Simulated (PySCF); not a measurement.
BClH4N2.
Z-matrix (Å and degrees, GFN2-xTB geometry), rows numbered from 1:
```
N 
B   1  1.3986
N   2  1.3987  1  123.42
Cl  2  1.7498  1  118.29  3   179.99
H   1  1.0034  2  123.50  3     0.03
H   1  1.0035  2  122.79  3  -180.00
H   3  1.0035  2  122.79  1  -180.00
H   3  1.0034  2  123.52  1    -0.04
```

A PySCF run (density fitting, gas phase, GFN2-xTB geometry) gave HOMO -7.16 eV, LUMO -0.41 eV, dipole 2.67 D and E = -597.068 Eh.

Task: Which of these levels was it?
A. PBE0/pcSseg-1
B. X3LYP/6-311+G(2d,p)
C. B3LYP/pcSseg-1
D. PBE0/def2-SVPD

Result: B. It is X3LYP/6-311+G(2d,p). All candidates on this geometry:

```
 level and settings           kind  basis functions  SCF cycles     E (Eh)  HOMO (eV)  LUMO (eV)  dipole (D)
X3LYP/6-311+G(2d,p)  global hybrid              140          12  -597.0681      -7.16      -0.41        2.67
     PBE0/def2-SVPD  global hybrid              119          12  -596.5654      -7.40       0.11        2.77
     B3LYP/pcSseg-1  global hybrid               95          12  -597.0891      -6.96       0.88        2.89
      PBE0/pcSseg-1  global hybrid               95          12  -596.7515      -7.24       1.27        2.94
```

The nearest other candidate, by the summed differences of HOMO and LUMO, is PBE0/def2-SVPD: its HOMO differs by -0.24 eV and its LUMO by +0.52 eV. Cycle counts include a coarse-grid stage where the run had one. All basis functions are spherical, in the Pople sets too.
